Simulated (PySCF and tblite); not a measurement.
Results of a calculation; reference values are marked as such.
C4H4FNO2, numbered as in [OH:1][c:2]1[o:3][cH:4][n:5][c:6]1[CH2:7][F:8].

Level: B3LYP-D3(BJ)/def2-SVP (IEF-PCM, dichloromethane)//GFN2-xTB, thermal terms from GFN2-xTB, symmetry numbers and mirror pairs counted. Conformers within 2.5 kcal/mol (GFN2-xTB free energy) were kept, 6 at most. GIAO shieldings: KT3/pcSseg-1 (IEF-PCM, dichloromethane). Shifts are against TMS (¹H), TMS (¹³C) at the same level. Codes: tblite and PySCF.

Task: Predict the averaged NMR shifts at 298.15 K.

Result: ¹H: 7.23 (H4, 1H), 6.06 (H7, 2H) ppm. ¹³C: 154.2 (C2), 132.9 (C4), 104.9 (C6), 83.2 (C7) ppm.

Task: How do the conformers differ?

Result: Torsions listed: H1–O1–C2–O3, N5–C6–C7–F8. Of a mirror pair one member is shown.
| conformer | shape | weight % |
| --- | --- | --- |
| 1 | 180°, 180° | 50.9 |
| 2 | -4°, 107° | 49.1 |

```tsv
signal	1	2	average
H4	7.29	7.17	7.23
H7	6.24	5.88	6.06
C2	152.7	155.7	154.2
C4	133.6	132.3	132.9
C6	104.9	105.0	104.9
C7	86.6	79.8	83.2
```

Task: Which signal moves most, for its nucleus, between 250 and 350 K through the change of populations alone?

Result: C7: 83.6 ppm at 250 K, 83.2 ppm at 298.15 K, 83.0 ppm at 350 K.

The minima are those of GFN2-xTB; planar forms about aryl–S or allylic bonds may be saddles in DFT. Other tautomers (keto or thione forms) aren't considered and may dominate. H on N, O and S are left out: they exchange, and hydrogen bonds move them by several ppm. Shifts are unscaled: against experiment ¹³C can be off by 15 ppm or more and ¹H by 0.8 ppm.


Conformer gaps in def2-SVP on xTB geometries can be 2 kcal/mol too large for S=O, P=O and other polar bonds.